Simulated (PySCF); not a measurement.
Job file and geometry (Å, from GFN2-xTB) of an NMR shielding run on `O=C(O)C#CC[Si@@H]1C[C@@H]1F`, C6H7FO2Si, GIAO PBE0/pcSseg-1 NMR shielding, non-relativistic, gas phase in PySCF 2.14.0, density-fitted response routines; density fitting, a coarse starting grid and PySCF grid level 2 are the driver's defaults:

```
$ OMP_NUM_THREADS=1 python probes_run.py task.json out

{"job": {"kind": "nmr", "xc": "PBE0", "basis": "pcSseg-1"}, "charge": 0, "multiplicity": 1}
O      4.384666     0.836850    -0.916392
C      3.665189     0.072504    -0.325156
O      4.099986    -0.743503     0.649014
C      2.261560    -0.075843    -0.563807
C      1.088170    -0.169460    -0.819698
C     -0.315016    -0.255257    -1.092692
Si    -1.266493     1.131958    -0.190968
C     -2.105837     0.677934     1.436854
C     -3.065263     0.696954     0.239429
F     -3.576241    -0.531426    -0.108994
H      5.052320    -0.616856     0.780598
H     -0.472865    -0.173035    -2.170175
H     -0.696547    -1.225516    -0.767593
H     -0.926504     2.509162    -0.490592
H     -2.301504     1.417951     2.199004
H     -1.951947    -0.301800     1.869039
H     -3.880672     1.410874     0.262219
```

Q: What does the program print?

A: 
```
coarse grid: 15744 points
cycle   1  E = -771.5339078193  dE =  1.694e+00  |g| = 1.038e+00  |ddm| = 4.285e+00
cycle   2  E = -771.1597624759  dE =  3.741e-01  |g| = 1.758e+00  |ddm| = 2.893e+00
cycle   3  E = -771.7127975420  dE = -5.530e-01  |g| = 3.641e-01  |ddm| = 2.209e+00
cycle   4  E = -771.7375706899  dE = -2.477e-02  |g| = 9.044e-02  |ddm| = 3.608e-01
cycle   5  E = -771.7388338855  dE = -1.263e-03  |g| = 2.554e-02  |ddm| = 8.654e-02
cycle   6  E = -771.7389824968  dE = -1.486e-04  |g| = 6.361e-03  |ddm| = 3.628e-02
cycle   7  E = -771.7389898224  dE = -7.326e-06  |g| = 2.973e-03  |ddm| = 7.409e-03
final grid: 150800 points
cycle   8  E = -771.8260131089  dE = -2.225e-05  |g| = 1.430e-02  |ddm| = 6.135e-02
cycle   9  E = -771.8259229940  dE =  9.011e-05  |g| = 2.580e-02  |ddm| = 3.572e-02
cycle  10  E = -771.8260507363  dE = -1.277e-04  |g| = 3.665e-03  |ddm| = 2.391e-02
cycle  11  E = -771.8260535685  dE = -2.832e-06  |g| = 4.587e-04  |ddm| = 2.755e-03
cycle  12  E = -771.8260536003  dE = -3.178e-08  |g| = 2.342e-04  |ddm| = 4.680e-04
cycle  13  E = -771.8260536101  dE = -9.899e-09  |g| = 9.802e-05  |ddm| = 2.330e-04
cycle  14  E = -771.8260536122  dE = -2.012e-09  |g| = 2.492e-05  |ddm| = 9.006e-05
cycle  15  E = -771.8260536123  dE = -1.394e-10  |g| = 4.867e-06  |ddm| = 2.671e-05
converged SCF energy = -771.8260536123

GIAO shielding tensors (ppm)
atom      isotropic    diamagn.    paramagn.     s11        s22        s33       span
  0 O     -117.233     402.053    -519.286   -366.556   -243.830    258.688    625.244
  1 C       28.622     252.658    -224.036    -74.399     79.142     81.122    155.521
  2 O      119.912     390.774    -270.863    -35.578    141.131    254.182    289.760
  3 C      109.160     250.009    -140.848     20.091     38.366    269.024    248.933
  4 C       91.389     261.116    -169.726     -2.708     29.121    247.754    250.462
  5 C      186.200     255.044     -68.844    177.430    183.981    197.188     19.757
  6 Si     459.871     880.466    -420.595    337.598    375.119    666.897    329.298
  7 C      178.275     255.920     -77.645    151.045    178.302    205.478     54.433
  8 C      108.480     251.544    -143.064     43.864     83.275    198.302    154.438
  9 F      427.921     472.609     -44.688    383.293    422.762    477.709     94.416
 10 H       25.505      27.574      -2.069     20.099     22.610     33.806     13.707
 11 H       29.249      27.915       1.334     23.183     28.420     36.142     12.959
 12 H       29.869      31.036      -1.167     23.849     29.217     36.541     12.693
 13 H       28.221      28.267      -0.047     23.065     25.793     35.803     12.738
 14 H       30.586      29.755       0.831     25.614     26.314     39.831     14.218
 15 H       30.456      31.929      -1.474     26.408     27.830     37.128     10.720
 16 H       26.400      29.104      -2.704     22.166     26.161     30.874      8.708
```

Q: Turn these shieldings into chemical shifts. Referencing at the same level of theory: 17O (σref 336.08) against H2O; TMS for 13C (σref 186.93), 29Si (σref 349.16), 1H (σref 31.72); CFCl3 for 19F (σref 170.95).

A: Averaging equivalent atoms: O 0: 453.3; O 2: 216.2; C 1: 158.3; C 4: 95.5; C 8: 78.4; C 3: 77.8; C 7: 8.6; C 5: 0.7; Si 6: -110.7; F 9: -257.0; H 10: 6.21; H 16: 5.32; H 13: 3.50; H 11: 2.47; H 12: 1.85; H 15: 1.26; H 14: 1.13 ppm. Unscaled 19F shifts against computed CFCl3 carry errors that often reach 10 to 50 ppm. Unscaled 17O shifts of doubly bonded oxygen tend to come out too high, by tens of ppm or more. Experimental scales use liquid or dissolved standards, which lie at an offset from isolated H2O (liquid H2O: subtract about 36 ppm).

Size and cost of the density-fitted run: 212 basis functions, 90 s wall time on 1 thread of an Arm Neoverse N1, shared host; peak memory 0.95 GiB.
